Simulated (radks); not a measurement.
The numbers below are computed, except where a source is named.
Numerical settings for neutral neodymium, [Xe] 4f4 6s2. Level of theory: scalar-relativistic Kohn-Sham, r2SCAN, spin-unpolarised, spherical densities, finite nucleus; meta-GGA in the generalised Kohn-Sham scheme; Fermi nuclear charge, rms radius 4.9123 fm (a radial shooting solver on a logarithmic mesh with Libxc functionals). The defaults (mesh step 0.008 in ln r, mesh end at 40 bohr or more with all orbitals vanishing there, Anderson mixing 0.5 over 9 steps, residual threshold near 1e-9 with the energy settled to 1e-9 hartree or 1e-11 of itself, here a cap of 68 iterations) give E = -9624.518 hartree and 4f at -1.455 eV in 19 iterations. Run on one thread of a shared host, so times are rough (Arm Neoverse V2): 0.18 s of CPU time, 0.18 s wall, 19 iterations on 2440 mesh points. Changes against that run (0 stands for a change within the tolerance of the run):

mesh step in ln r 0.012: iterations 19; converged yes; E (mhartree) 0; e(4f) (meV) -0.0988; CPU (s) 0.12
mesh step in ln r 0.2: iterations 4; converged no; E (mhartree) diverged; CPU (s) 0
mesh step in ln r 0.003: iterations 21; converged yes; E (mhartree) 0; e(4f) (meV) -0.0176; CPU (s) 0.5
mesh end (bohr) 8: iterations 11; converged yes; E (mhartree) +25.7; e(4f) (meV) +877; CPU (s) 0.1
mesh end (bohr) 1: iterations 10; converged level above zero; E (mhartree) +3.95e+05; e(4f) (meV) +4.22e+05; CPU (s) 0.08
residual threshold 0.01: iterations 15; converged yes; E (mhartree) 0; e(4f) (meV) +5.14; CPU (s) 0.15
residual threshold 1e-13: iterations 68; converged no; E (mhartree) 0; e(4f) (meV) -0.0619; CPU (s) 0.35
mixing 0.05: iterations 42; converged yes; E (mhartree) 0; e(4f) (meV) -0.0476; CPU (s) 0.37
linear mixing, mixing 0.05: iterations 68; converged no; E (mhartree) +21.6; e(4f) (meV) -42.3; CPU (s) 0.55
linear mixing, mixing 0.5: iterations 22; converged yes; E (mhartree) 0; e(4f) (meV) -0.00705; CPU (s) 0.18
mixing history 3: iterations 18; converged yes; E (mhartree) 0; e(4f) (meV) -0.247; CPU (s) 0.17
iteration cap 3: iterations 3; converged no; E (mhartree) +7.16e+03; e(4f) (meV) +1.43e+03; CPU (s) 0.04

Settled on a wrong energy, with an occupied level pushed above zero by the early mesh end: mesh end (bohr) 1 (+395 hartree). Apart from these: settings that end as converged yet miss the energy by more than 1 mhartree: mesh end (bohr) 8 (+0.0257 hartree). A mesh that ends early acts as a hard wall.
